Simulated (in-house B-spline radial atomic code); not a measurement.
Mn⁷⁺. Computed with a B-spline radial atomic code. Model: all-electron spherical atom, spin shells full or empty, radial basis limit, no spin-orbit coupling, Breit or QED, empty-state partial waves extrapolated as (l+1/2)^-4, RPA, G0W0 and static COHSEX of the highest shell as one setting changes (uncorrelated shells keep exact exchange).

Given: element Mn; charge 7; filled core Ne; hamiltonian one-electron scalar X2C; mean-field start PBE0; highest l of empty states 9; nuclear rms radius 3.7057 fm; highest mean-field shell 3p.

Shell: 3s 1 1, 3p 3 3 (electrons up and down).

| lowest nl shells left uncorrelated | RPA correlation energy (hartree) | G0W0 level (eV) | G0W0 minus most complete (meV) | COHSEX level (eV) | linearised minus solved G0W0 (meV) |
| --- | --- | --- | --- | --- | --- |
| 0 | -1.232 | -196.11 | 0 | -200.15 | -7.6 |
| 1 | ? | ? | ? | ? | ? |
| 2 | -0.93209 | -196.08 | 30.3 | -200.14 | -7.6 |
| 3 | ? | ? | ? | ? | ? |
| 4 | -0.36321 | -197.09 | -984 | -200.74 | 2.9 |

Question: What follows for lowest nl shells left uncorrelated = 1?

Answer: RPA correlation energy -1.0887 hartree; G0W0 level -196.1 eV; G0W0 minus most complete 11.5 meV; COHSEX level -200.14 eV; linearised minus solved G0W0 -7.6 meV.

Question: What follows for lowest nl shells left uncorrelated = 3?

Answer: RPA correlation energy -0.5013 hartree; G0W0 level -195.91 eV; G0W0 minus most complete 198.3 meV; COHSEX level -199.81 eV; linearised minus solved G0W0 -7.4 meV.
